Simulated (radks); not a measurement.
The numbers below are computed, except where a source is named.
All-electron atom: the selenium ion Se30+ in [He] 2s2.

Level of theory: scalar-relativistic Kohn-Sham, r2SCAN, spin-polarised, spherical densities, finite nucleus; meta-GGA in the generalised Kohn-Sham scheme; Fermi nuclear charge, rms radius 4.14 fm (a radial shooting solver on a logarithmic mesh with Libxc functionals).

Energy parts (eV):
| part | energy |
|---|---|
| total | -38509.243 |
| kinetic | 39671.418 |
| electron-nucleus | -79621.935 |
| Hartree | 2200.002 |
| exchange-correlation | -758.728 |

Orbitals (lengths in bohr, moments of r in powers of bohr; r(90%) holds 90 % of the orbital's charge):
1s: occ. 2; eigenvalue (eV) -14828.20; <r> 0.04379; r(90%) 0.0782
2s: occ. 2; eigenvalue (eV) -3457.461; <r> 0.1811; r(90%) 0.277
2p: occ. 0; eigenvalue (eV) -3334.373; <r> 0.1551; r(90%) 0.249
3s: occ. 0; eigenvalue (eV) -1439.254; <r> 0.4139; r(90%) 0.601
3d: occ. 0; eigenvalue (eV) -1388.119; <r> 0.3311; r(90%) 0.499

The highest occupied level is 2s at -3457.5 eV. The density falls to 0.001 e/bohr^3 at r = 0.59 bohr.
